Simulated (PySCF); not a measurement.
Q: What does the GFN2-xTB structure of `N#Cc1ccc(F)cc1` look like in three dimensions?

A: 
```xyz
13
C7H4FN angstrom
N      3.5274   -0.7379   -0.4670
C      2.4152   -0.5053   -0.3188
C      1.0417   -0.2179   -0.1375
C      0.1251   -1.2631   -0.0119
C     -1.2158   -0.9847    0.1630
C     -1.6218    0.3391    0.2099
F     -2.9272    0.6124    0.3785
C     -0.7286    1.3912    0.0889
C      0.6117    1.1090   -0.0849
H      0.4696   -2.2853   -0.0525
H     -1.9446   -1.7733    0.2633
H     -1.0872    2.4075    0.1324
H      1.3303    1.9087   -0.1811
```

Any rigid rotation of these coordinates is as good. Atoms count from 1 in this order. The 9 heavy atoms lie in one plane (0.002 Å rms). The C–C distances run from 1.381 Å (C8–C9, aromatic) to 1.415 Å (C2–C3, drawn single), a spread of 0.034 Å. The 6-membered ring C3–C4–C5–C6–C8–C9 has internal angles of 118.8° to 122.3°; it is planar, 0.00 Å rms from its mean plane, widest ring torsion 0°.

Bonds between heavy atoms (Å): N1≡C2 1.146, C2–C3 1.415, C3–C4 1.396, C4–C5 1.381, C5–C6 1.385, C6–F7 1.344, C6–C8 1.385, C8–C9 1.381, C3–C9 1.396.

Structure optimised with GFN2-xTB, isolated species.

Point group: C2v (tolerance 0.08 Å). Not checked by GFN2-xTB frequencies.

All values are computed, not measured.
